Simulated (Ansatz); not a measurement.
Reaction (ligand exchange at a B–F bond): `COB(C)F` + CH₃OH → `COB(C)OC` + H–F

Gas-phase electronic energies from Ansatz, PBE0-D4/def2-TZVP geometries. CCSD(T)/CBS adds triple-zeta CCSD(T) − MP2 to the extrapolated MP2 energy (def2 sets, frozen cores). This one scheme is used for every species. DFT in def2-TZVPP. B3LYP here is the variant with VWN-RPA as its local correlation; programs differ in this. One conformer a species, not always the lowest.

`COB(C)F`:

Z-matrix (Å, degrees):
```
C
O 1 1.408
H 1 1.093 2 112.4
H 1 1.092 2 109.0 3 120.9
H 1 1.092 2 108.9 3 -120.8
B 2 1.348 1 123.8 3 -1.7
F 6 1.335 2 114.4 1 -180.0
C 6 1.569 2 126.0 1 0.1
H 8 1.090 6 111.3 2 -179.3
H 8 1.094 6 111.5 2 -58.6
H 8 1.094 6 111.4 2 60.1
```

CH₃OH:

Cartesian coordinates in Å:
```
C 0.050 0.023 0.352
O 0.157 -0.530 -0.940
H 0.587 -0.642 1.029
H -0.990 0.090 0.694
H 0.507 1.019 0.419
H -0.311 0.039 -1.554
```

`COB(C)OC`:

Z-matrix (Å, degrees):
```
C
O 1 1.408
H 1 1.094 2 111.6
H 1 1.091 2 107.9 3 119.2
H 1 1.094 2 111.5 3 -121.6
B 2 1.367 1 121.7 3 60.6
O 6 1.360 2 117.3 1 180.0
C 6 1.570 2 123.7 1 -0.1
C 7 1.413 6 120.7 2 -0.0
H 8 1.095 6 111.4 2 -59.3
H 8 1.095 6 111.4 2 59.0
H 8 1.090 6 111.5 2 179.9
H 9 1.090 7 107.5 6 -179.9
H 9 1.093 7 111.3 6 60.5
H 9 1.093 7 111.3 6 -60.3
```

H–F:

Cartesian coordinates in Å:
```
F -0.039 0.418 0.189
H 0.039 -0.418 -0.189
```

Q: Is it downhill or uphill in electronic energy at CCSD(T)/CBS, and by how much? (Best estimate.)

A: The calculation gave: Uphill: ΔE = +0.08 eV.

Q: What do these levels give: PBE-D4, r2SCAN-D4, B3LYP-D4, PBE, B3LYP, HF/def2-TZVPP, SCS-MP2/def2-TZVPP, CCSD/def2-TZVPP, HF/def2-QZVPP, MP2/def2-QZVPP, SCS-MP2/def2-QZVPP, CCSD/CBS(def2)? (An estimate is asked.)

A: The calculation gave: PBE-D4 0.14, r2SCAN-D4 0.16, B3LYP-D4 0.14, PBE 0.19, B3LYP 0.23, HF/def2-TZVPP 0.28, SCS-MP2/def2-TZVPP 0.11, CCSD/def2-TZVPP 0.12, HF/def2-QZVPP 0.28, MP2/def2-QZVPP 0.05, SCS-MP2/def2-QZVPP 0.10, CCSD/CBS(def2) 0.11 eV.

Largest T1 diagnostic among the species: 0.012.

The D4 term adds −0.09 eV with B3LYP and −0.05 eV with PBE0; it sums over pairs of atoms, weighted by their polarisabilities, and B3LYP, whose exchange is more repulsive, gets the larger term. In def2-TZVPP, CCSD(T) changes the Hartree–Fock value by −0.18 eV (the triples alone add −0.03 eV) and MP2 by −0.21 eV.
